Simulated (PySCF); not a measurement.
Work out the structure from these simulated measurements.

Formula: C5H13AlP2.

| Property | Result |
| --- | --- |
| Valence photoelectron | vertical ionisation energy: 9.20 eV [ΔSCF CAM-B3LYP/def2-SVPD] |
| 1H NMR | chemical shifts (computed TMS as zero) by class: 5.67 (1 H), 3.91 (3 H), 3.01 (1 H), 2.93 (2 H), 2.81 (1 H), 2.15 (1 H), 1.93 (3 H), 1.88 (1 H) ppm [GIAO PBE0/pcSseg-1] |
| Dipole | 5.33 D [CAM-B3LYP/def2-SVPD] |
| Rotational structure | rotational constants A, B, C: 1.580, 0.780, 0.658 GHz [PBE0-D3(BJ)/def2-SVP] |
| NMR, other nuclei | isotropic shieldings of nuclei other than C and H, by class: 449 (1 Al), 344 (1 P), 508 (1 P) ppm [GIAO PBE0/pcSseg-1] |
| 13C NMR | chemical shifts (computed TMS as zero) by class: 147.8 (1 C), 131.4 (1 C), 37.5 (1 C), 34.3 (1 C), 21.0 (1 C) ppm [GIAO PBE0/pcSseg-1] |
| Triplet | lowest triplet excitation (Tamm–Dancoff): 4.21 eV [TDA CAM-B3LYP/def2-SVPD] |
| UV, first state | lowest singlet excitation: 5.89 eV (211 nm, f = 0.194) [TDDFT CAM-B3LYP/def2-SVPD] |

The electronic properties come from PySCF, for the isolated species, density fitting. Levels stand in brackets. NMR shifts are as computed; neighbouring signals can stand in another order in a measured spectrum. Geometry: PBE0-D3(BJ)/def2-SVP, one conformer, isolated molecule. Each NMR value is the plain mean over a class of atoms that symmetry, rotation or inversion makes alike.

Question: What is the compound? Reason from the data.

Answer: Numbering: `[CH3:1][C:2]1=[CH:3][CH2:4][P@+:5]([AlH3-:6])([PH2:7])[CH2:8]1`. 5 carbons fall into 5 classes; from least to most shielded: fully substituted alkene carbon [C2] (147.8 ppm), alkene CH carbon [C3] (131.4 ppm), ring sp3 carbon bound to phosphorus [C8] (37.5 ppm), ring sp3 carbon bound to phosphorus [C4] (34.3 ppm), allylic carbon [C1] (21.0 ppm). Hydrogen classes from least to most shielded: 1 H on an alkene CH carbon, C3 (5.67 ppm), 3 H on an aluminium bonded to P and 3 H, Al6 (3.91 ppm), 1 H on an sp3 carbon bound to phosphorus, C4 (3.01 ppm), 2 H on a three-coordinate phosphorus, P7 (2.93 ppm), 1 H on an sp3 carbon bound to phosphorus, C8 (2.81 ppm), 1 H on an sp3 carbon bound to phosphorus, C4 (2.15 ppm), 3 H on an allylic carbon, C1 (1.93 ppm), 1 H on an sp3 carbon bound to phosphorus, C8 (1.88 ppm). The other shieldings belong to: 449 ppm, aluminium bonded to P and 3 H [Al6]; 344 ppm, phosphorus bonded to Al, 2 C and P [P5]; 508 ppm, three-coordinate phosphorus [P7]. The first electron is taken from the HOMO, whose largest Löwdin shares are 0.30 on the three-coordinate phosphorus, 0.18 on the phosphorus bonded to Al, 2 C and P, 0.16 on an Al–H hydrogen and 0.16 on the aluminium bonded to P and 3 H. The optimised geometry has point group C1 and is an asymmetric top. Structure: `CC1=CC[P@+]([AlH3-])(P)C1`. The assignments are read from this structure; whether some other isomer fits the data as well wasn't checked. The mirror image fits equally.
